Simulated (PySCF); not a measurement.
Species: C₂H₉N₂Si₂ (doublet state).
Atom-mapped SMILES: `[H]/[C:1]=[CH:2]\[SiH2:3][NH:4][SiH2:5][NH2:6]` (hydrogens: H7 on C1; H8 on C2; H9, H10 on Si3; H11 on N4; H12, H13 on Si5; H14, H15 on N6)

Geometry (GFN2-xTB, Å), atoms numbered from 1 in this order:
```
atom  x, y, z in Å
C1     2.9587   -1.4156   -0.9604
C2     2.5414   -0.8666    0.1253
Si3    1.3506    0.6459    0.2348
N4    -0.2388   -0.0141    0.1265
Si5   -1.7524    0.8034    0.3462
N6    -2.9260   -0.4444    0.1531
H7     2.8265   -1.2236   -2.0038
H8     2.8339   -1.2511    1.0942
H9     1.4979    1.2875    1.5420
H10    1.6514    1.5897   -0.8486
H11   -0.3117   -0.8763   -0.3907
H12   -2.0507    1.7789   -0.7043
H13   -1.6710    1.4574    1.6576
H14   -2.8182   -1.2872    0.6955
H15   -3.8959   -0.1761    0.1410
```

The hyperfine couplings belong to this conformer and change with its torsions.

Theory: UKS B3LYP, pcH-1 on C H N Si, non-relativistic, mean-field spin-orbit, GIAO (PySCF 2.14.0). One conformer (not necessarily the lowest) at the GFN2-xTB geometry, without solvent, vibrations or thermal averaging. GFN2-xTB frequencies show an imaginary mode (35i cm⁻¹), so this geometry is no minimum at that level. The geometry wasn't refined by DFT: couplings that depend on bond lengths, twists or pyramidal angles can differ widely from those at the functional's own minimum. No stability test was run, so a lower SCF solution isn't excluded.

Question: The isotropic 13C couplings are +310.5, -30.8 MHz. Assign them to C1; C2.

Answer: 
| site | a_iso (MHz) | ρ(0) (bohr⁻³) | position | distance from C1 (Å) | spin population | largest \|T\| (MHz) |
| --- | --- | --- | --- | --- | --- | --- |
| C1 | +310.5 | +0.2763 | largest spin population | 0.00 | +0.96 | 133.7 |
| C2 | -30.8 | -0.0274 | 1 bond from C1 | 1.29 | -0.15 | 19.5 |

Question: Match the computed a_iso(29Si) values -136.9, -5.2 MHz with the sites Si3; Si5.

Answer: 
```
site  a_iso (MHz)  ρ(0) (bohr⁻³)         position  distance from C1 (Å)  spin population  largest |T| (MHz)
 Si3       -136.9        +0.1542  2 bonds from C1                  2.87            +0.10               27.9
 Si5         -5.2        +0.0059  4 bonds from C1                  5.37             0.00                0.5
```

ρ(0) is the spin density at the nucleus and T the dipolar tensor; a_iso includes a spin–orbit part; entries for several nuclei are means. The largest Mulliken spin populations are on C1 (+0.96), C2 (-0.15) and Si3 (+0.10). C1 is the only atom above +0.15. The positive populations add up to 1.15 and the negative ones to -0.15, together 2S = 1.

Means are taken over nuclei equivalent by connectivity, which assumes that they swap fast. The 1H value of +7.9 MHz is a mean of couplings from 0.3 to 15.5 MHz in this one geometry, not an average over conformers.
